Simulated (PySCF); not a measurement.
Two species compared at the same levels of theory.

First species: H6N2Si.
InChI=1S/H6N2Si/c1-2-3/h2H,1H2,3H3

Second species: C₄H₄N₂OSi.
Bonds: N1–C2 (triple), C2–C3, C3–N4 (double), N4–Si5, Si5–C6, C6–O7 (double), C6–C8, C3–C8. Hydrogens: H9, H10 on Si5; H11, H12 on C8.

Levels: B3LYP/def2-SVPD for dipole moment, HOMO energy, LUMO energy, HOMO–LUMO gap, static isotropic polarisability and electronic spatial extent ⟨r²⟩ about the centre of nuclear charge; TDDFT B3LYP/def2-SVPD for lowest singlet excitation; TDA B3LYP/def2-SVPD for lowest triplet excitation (Tamm–Dancoff); GFN2-xTB for rotational constant A and rotational constant C. Geometries: GFN2-xTB. Each structure is a single optimised conformer of the isolated species, non-relativistic unless stated. Electronic properties by PySCF.

The conformers computed, where there is a choice (atom-mapped SMILES and torsion angles):
- `[NH2:1][NH:2][SiH3:3]`: H–N1–N2–Si3 68°, H–N1–N2–Si3 -48°

| property | column X | column Y |
| --- | --- | --- |
| dipole moment | 2.27 D | 0.80 D |
| HOMO energy | -7.03 eV | -6.74 eV |
| LUMO energy | -2.87 eV | -0.07 eV |
| HOMO–LUMO gap | 4.16 eV | 6.67 eV |
| lowest singlet excitation | 2.91 eV | 5.56 eV |
| lowest triplet excitation (Tamm–Dancoff) | 2.41 eV | 5.34 eV |
| static isotropic polarisability | 83.3 au | 47.0 au |
| electronic spatial extent ⟨r²⟩ about the centre of nuclear charge | 1160 bohr² | 295 bohr² |
| rotational constant A | 3.616 GHz | 31.079 GHz |
| rotational constant C | 0.925 GHz | 4.964 GHz |

Question: Which column belongs to which species?

Answer: Column X is the second species and column Y the first. The first has 9 atoms and 34 electrons, the second 12 and 64.

Question: How does each property change from the first species to the second?

Answer: dipole moment +1.47 D; HOMO energy -0.29 eV; LUMO energy -2.80 eV; HOMO–LUMO gap -2.51 eV; lowest singlet excitation -2.65 eV; lowest triplet excitation (Tamm–Dancoff) -2.93 eV; static isotropic polarisability +36.3 au; electronic spatial extent ⟨r²⟩ about the centre of nuclear charge +865 bohr²; rotational constant A -27.463 GHz; rotational constant C -4.039 GHz.

On the first: S1 lies 1.11 eV below the HOMO–LUMO gap; its leading configuration is HOMO→LUMO, weight 0.99. The polarisability is 6.96 Å³ as a volume (1 au = 0.148185 Å³), or 1.38 au for each of the 34 electrons.

On the second: In atomic units the dipole is 0.89 e·bohr (1 au = 2.5417 D). The 8 singlets span 2.91 to 5.97 eV, and their oscillator strengths add up to 0.16.
